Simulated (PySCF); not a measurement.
Gas-phase XPS of (GeH3)3P, computed

Compound: (GeH3)3P, Ge₃H₉P.
Z-matrix (Å and degrees, PBE0-D3(BJ)/def2-SVP geometry), rows numbered from 1:
```
Ge
P   1  2.3230
Ge  2  2.3234  1   97.24
Ge  2  2.3233  1   96.99  3   -98.22
H   1  1.5429  2  112.31  3    48.60
H   1  1.5392  2  108.10  3   169.33
H   1  1.5392  2  108.11  3   -72.14
H   3  1.5428  2  112.31  1   -48.86
H   3  1.5392  2  108.08  1    71.86
H   3  1.5392  2  108.09  1  -169.61
H   4  1.5392  2  108.17  1   170.21
H   4  1.5430  2  112.26  1    49.46
H   4  1.5392  2  108.13  1   -71.25
```

Method used: PySCF, delta-SCF UKS SCAN, pcX-2 on the ionised atom, pcseg-1 elsewhere, spin-free X2C. Vertical ΔSCF values, vacuum level as zero.

Q: List the computed XPS lines with their assignment.

A: 
| atom(s) | bonded to | level | binding energy (eV) | 2p1/2 (eV) | count |
| --- | --- | --- | --- | --- | --- |
| P2 | 3 Ge | P 1s | 2149.03 | – | 1 |
| P2 | 3 Ge | P 2p3/2 | 135.53 | 136.41 | 1 |

Q: Express the binding energy of P 2p3/2 of P2 in atomic units and per mole.

A: 135.53 eV = 4.9806 Eh = 13077 kJ/mol.

Q: Which photon energy gives electrons from P 2p3/2 of P2 a kinetic energy of 20 eV, and what is their de Broglie wavelength?

A: hν = 135.53 + 20 = 155.53 eV, recoil neglected; λ = 12.264 Å/√(E/eV) = 2.74 Å.

Spin–orbit and ligand-field terms were added within each 2p shell after the spin-free SCF. 2p1/2 minus 2p3/2 (ligand field included): P 0.89 eV. No level of germanium is listed. Isolated species at its PBE0-D3(BJ)/def2-SVP geometry, gas phase.
